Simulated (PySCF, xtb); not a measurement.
C₄H₉NSi, SMILES C1([SiH2]N[C@H]1C)=C.

Harmonic wavenumbers (cm⁻¹) from GFN2-xTB in xtb at its own minimum, in rising order: 80, 183, 199, 272, 327, 374, 402, 482, 541, 591, 622, 672, 712, 811, 860, 902, 905, 945, 1029, 1090, 1097, 1140, 1201, 1287, 1312, 1394, 1420, 1489, 1494, 1744, 2195, 2248, 2857, 3016, 3032, 3037, 3051, 3096, 3481.

**Question.** What does PBE-D3(BJ)/def2-SVP (PySCF 2.14.0) give at its own minimum? (The exact figures need the calculation; the answer reports its results.)

**Answer.** 71, 193, 237, 267, 326, 370, 421, 532, 586, 610, 651, 701, 775, 793, 848, 897, 898, 979, 990, 1067, 1072, 1107, 1177, 1286, 1306, 1331, 1371, 1407, 1411, 1693, 2104, 2123, 2875, 2963, 3045, 3051, 3069, 3142, 3576. Paired by order, the mean absolute difference is 35 cm⁻¹ and the zero-point energies are 73.7 and 73.4 kcal/mol.
